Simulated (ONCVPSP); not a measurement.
**Varying the ONCV potential for arsenic**

Base potential:

* Element: arsenic
* Generator: ONCVPSP 4.0.1
* Type: optimised norm-conserving Vanderbilt (ONCV)
* Functional: PBE
* Relativity: scalar-relativistic
* Frozen core: [Ne]
* Valence charge: 23
* Reference configuration: 3s2 3p6 3d10 4s2 4p3
* Partial waves: 3s+4s: rc 0.90 bohr, ncon 4, nbas 7, qcut 14.3 1/bohr, 2 projectors; 3p+4p: rc 1.05 bohr, ncon 3, nbas 8, qcut 14 1/bohr, 2 projectors; 3d: rc 1.30 bohr, ncon 4, nbas 9, qcut 14.3 1/bohr, 2 projectors, debl 2 Ha
* Local potential: polynomial inside 0.65 bohr (lpopt 3, dvloc0 0 Ha)
* Core correction: Teter function fitted to the true core (icmod 2), fcfact 0.4

Cutoffs, loose and tight: the cutoffs (Ha) at which the residual kinetic energy of the hardest occupied pseudo-wave falls to 1 and 0.1 mHa per electron. They do not see the model core or the augmentation charge, which bear on the density cutoff. Test errors are all-electron minus pseudo excitation energies from the reference, over the configurations 3s2 3p6 3d10 4s2 4p2; 3s2 3p6 3d10 4s2 4p1; 3s2 3p6 3d10 4s2 4p0; 3s2 3p6 3d10 4s1 4p0. A dash means not determined; rows that change the core or the reference have their own tests.

```csv
change,outcome,"cutoff, loose","cutoff, tight",bound ghosts,GHOST(+) flags above zero,largest test error (meV)
base,generated,74 Ha,86 Ha,none,none,-20
p: rc 0.72,generated,74 Ha,86 Ha,none,none,-18
p: rc 0.86,generated,74 Ha,86 Ha,none,none,-19
p: rc 0.96,generated,74 Ha,86 Ha,none,none,-19
p: rc 1.06,generated,74 Ha,86 Ha,none,none,-20
p: rc 1.2,generated,74 Ha,86 Ha,none,none,-24
p: rc 1.28,generated,74 Ha,86 Ha,none,none,-23
p: rc 1.4,generated,74 Ha,86 Ha,none,none,-24
p: rc 1.5,generated,74 Ha,86 Ha,none,none,-25
```

Reading the sweep of the p radius (base included, trends over the rows without a ghost): The loose cutoff stays near 74 Ha. The median size of the test errors (rows with all tests solved) is not monotonic: lowest 3.4 meV at 0.72 bohr, highest 7.3 meV at 1.2 bohr.
